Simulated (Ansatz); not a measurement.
C3H12AlNO (`C[O][Al-]([CH3])([CH3])[NH3+]`), relaxed with RKS PBE0-D4/def2-TZVP in the Gaussian-basis code of Ansatz from a PBE-D4/def2-SVP geometry. The force threshold is 0.005 eV/Å; the program also tests the step.

Total charge 0; spin multiplicity 1.

Start:

```xyz
18

C    -2.389   -0.881    0.448
O    -1.215   -0.195    0.758
Al    0.283    0.053   -0.170
C     1.496   -1.509   -0.312
C     0.199    1.379   -1.641
N     0.989    1.122    1.454
H    -2.922   -0.459   -0.442
H    -2.220   -1.967    0.235
H    -3.111   -0.836    1.298
H     2.521   -1.231   -0.642
H     1.594   -2.064    0.647
H     1.123   -2.244   -1.057
H    -0.368    2.295   -1.363
H     1.205    1.704   -1.986
H    -0.311    0.960   -2.536
H     1.169    2.122    1.298
H     0.156    1.029    2.062
H     1.798    0.720    1.947
```

| step | energy (eV) | largest force (eV/Å) | largest move (Å) |
| --- | --- | --- | --- |
| 1 | -13435.4262 | 0.584 | 0.000 |
| 2 | -13435.4952 | 0.341 | 0.033 |
| 3 | -13435.5057 | 0.116 | 0.022 |
| 4 | -13435.5066 | 0.037 | 0.042 |
| 5 | -13435.5068 | 0.020 | 0.009 |
| 6 | -13435.5068 | 0.004 | 0.002 |

End:

```xyz
18

C    -2.376   -0.887    0.419
O    -1.219   -0.197    0.757
Al    0.257    0.057   -0.135
C     1.465   -1.491   -0.297
C     0.182    1.361   -1.611
N     0.998    1.122    1.449
H    -2.873   -0.462   -0.465
H    -2.183   -1.950    0.209
H    -3.096   -0.848    1.246
H     2.475   -1.204   -0.615
H     1.562   -2.053    0.638
H     1.101   -2.202   -1.047
H    -0.383    2.263   -1.351
H     1.178    1.679   -1.941
H    -0.308    0.934   -2.493
H     1.193    2.097    1.251
H     0.214    1.070    2.096
H     1.813    0.713    1.891
```

Run time 34 s (4 threads of an Arm Neoverse V2 on a shared host); peak host memory 0.88 GiB.
